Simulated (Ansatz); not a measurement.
The cluster SiW3. Charge 0, multiplicity 3. Geometry PBE-D4/def2-SVP; atoms count from 1.

```xyz
4

W     1.144    1.239   -0.231
W    -1.101    0.563   -0.548
W     0.597   -1.025   -0.650
Si   -0.640   -0.776    1.429
```

In the def2 sets W takes a core potential; there is no spin–orbit coupling. The charge 0 triplet is spin-contaminated (final ⟨S²⟩ up to 2.15, 2.00 for a pure state). At PBE0-D4/def2-TZVP a singlet of charge 0 lies 1.04 eV below the triplet, each at its own geometry. The structure comes from a short search, and lower isomers may exist.

Question: Estimate the Mulliken populations from the PBE0/def2-TZVP orbitals of Ansatz.

Answer: 
| atom | charge (e) | spin (α − β) | d electrons |
| --- | --- | --- | --- |
| W1 | 0.06 | 2.04 | 4.64 |
| W2 | 0.07 | -0.12 | 4.62 |
| W3 | 0.07 | -0.12 | 4.62 |
| Si4 | -0.20 | 0.21 | – |
Mulliken values depend strongly on the basis.

Question: Where does the spin sit?

Answer: Summed by element: W 1.79, Si 0.21, of 2 unpaired in all. Largest on single atoms: W1 2.04, Si4 0.21, W2 -0.12.

Question: And the Mayer bond orders between heavy atoms (over 0.3)?

Answer: W1–W2 2.27 (2.37 Å); W1–W3 2.27 (2.37 Å); W2–W3 2.42 (2.33 Å); W2–Si4 1.44 (2.43 Å); W3–Si4 1.44 (2.43 Å).
